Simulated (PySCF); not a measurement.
**Question.** What does the PBE0-D3(BJ)/def2-SVP structure of InChI=1S/C9H4FNS/c10-8-3-6-1-2-12-9(6)4-7(8)5-11/h1-4H look like in three dimensions?

**Answer.** 
```xyz
16
C9H4FNS angstrom
N      4.1475   -0.0561   -1.1924
C      3.0254   -0.0426   -0.9016
C      1.6376   -0.0345   -0.5669
C      0.6751   -0.4199   -1.5032
C     -0.6667   -0.3956   -1.1336
S     -2.0322   -0.8232   -2.1212
C     -3.1192   -0.4684   -0.8253
C     -2.4983   -0.0455    0.3108
C     -1.0738    0.0084    0.1643
C     -0.0979    0.3935    1.0997
C      1.2273    0.3675    0.7252
F      2.1607    0.7297    1.5931
H      0.9890   -0.7298   -2.5010
H     -4.1902   -0.5967   -0.9813
H     -3.0271    0.2214    1.2260
H     -0.3625    0.7113    2.1092
```

Orientation and origin are arbitrary. Atoms count from 1 in this order. The 5-membered ring C5–S6–C7–C8–C9 has internal angles of 91.0° to 113.7° (sum 540°, against 540° for a flat polygon); it is planar, 0.00 Å rms from its mean plane, widest ring torsion 0°. The 9 C–C bonds span 1.362 Å (C7–C8, aromatic) to 1.433 Å (C8–C9, aromatic), a spread of 0.071 Å. The 6-membered ring C3–C4–C5–C9–C10–C11 has internal angles of 118.8° to 122.2°; it is planar, 0.00 Å rms from its mean plane, widest ring torsion 0°. The 12 heavy atoms lie in one plane (0.002 Å rms).

Bonds between heavy atoms (Å): N1≡C2 1.159, C2–C3 1.428, C3–C4 1.397, C4–C5 1.392, C5–S6 1.739, S6–C7 1.728, C7–C8 1.362, C8–C9 1.433, C9–C10 1.406, C10–C11 1.377, C11–F12 1.325, C3–C11 1.414, C5–C9 1.419.

The calculation used PySCF, PBE0-D3(BJ)/def2-SVP geometry optimisation, gas phase.

Point group: Cs (tolerance 0.08 Å). No frequency check.
